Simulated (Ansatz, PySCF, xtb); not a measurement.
Dimer: digermane (SMILES [GeH3][GeH3]) (first 8 atoms) with CH4 (SMILES C); geometry from B3LYP-D3(BJ)/def2-TZVP.
(charge 0, multiplicity 1):
```xyz
13

Ge    -0.188    -1.409     0.653
Ge    -0.370     0.989     0.260
H      0.169    -2.132    -0.657
H     -1.525    -1.970     1.170
H      0.904    -1.713     1.691
H      1.029     1.617     0.121
H     -1.103     1.682     1.420
H     -1.153     1.255    -1.039
C      0.447     0.335     4.176
H     -0.569     0.239     3.798
H      0.860    -0.654     4.367
H      1.062     0.847     3.437
H      0.436     0.912     5.100
```

Counterpoise-corrected where a basis set is named; no monomer relaxation.

Correlated levels freeze the cores. Filled d and f shells under p-block atoms count as core.

Codes used: Ansatz (Gaussian basis) for Hartree–Fock, density functionals and correlated methods; PySCF for the dispersion terms; xtb for the GFN methods. Values without a source in brackets are computed.

**Question.** One of these levels gives -1.95 kcal/mol for the interaction energy. Which?
A) GFN2-xTB
B) PBE/def2-TZVPPD
C) CCSD/aug-cc-pVDZ
D) r2SCAN-D4/def2-TZVPPD

**Answer.** A, GFN2-xTB. The others give 0.02 (PBE/def2-TZVPPD), -0.94 (r2SCAN-D4/def2-TZVPPD), -0.56 (CCSD/aug-cc-pVDZ)

Ansatz is a program for electronic structure.
